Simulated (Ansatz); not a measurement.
phosphorus nitride (NP), singlet, at a GFN2-xTB geometry. Base run: CCSD(T)/cc-pVDZ (Ansatz, an electronic-structure program).

The Ansatz input:
Ansatz 0.2 input:
```yaml
crystal:
  periodic: [false, false, false]
  atoms:
    - {symbol: N, position_ang: [-0.00000000, -0.00000000, -0.99436149]}
    - {symbol: P, position_ang: [0.00000000, 0.00000000, 0.46403536]}
basis:
  gaussian:
    orbitals: cc-pVDZ
magnetization: {spin_polarized: false}
correlation: {method: ccsd_t}
```

Each row names what was changed in the base input (with any setting that the change needs).

| change | ΔE vs base (kcal/mol) | MP2 correlation (Eh) | CC correlation without the perturbative part (Eh) | basis functions |
|---|---|---|---|---|
| base | 0.000 | -0.28438 | -0.28840 | 32 |
| fitting = cc-pVTZ-JKFIT (mean field), cc-pVTZ-RIFIT (correlation) | 0.052 | -0.28438 | -0.28840 | 32 |
| accuracy = high | -0.002 | -0.28438 | -0.28840 | 32 |
| method = bccd | 10.26 | -0.28438 | -0.28706 | 32 |
| electrons = outside_noble_gas | 0.000 | -0.28438 | -0.28840 | 32 |
| electrons = all | -5.26 | -0.29344 | -0.29648 | 32 |
| lower_state_search = off | 0.000 | -0.28438 | -0.28840 | 32 |
| method = bccd_t | -0.015 | -0.28438 | -0.28706 | 32 |
| method = rpa | 10.92 | - | - | 32 |
| diis_vectors = 2 | 0.000 | -0.28438 | -0.28840 | 32 |

Ansatz warned in this series: the method lies far from an estimate of full CI.
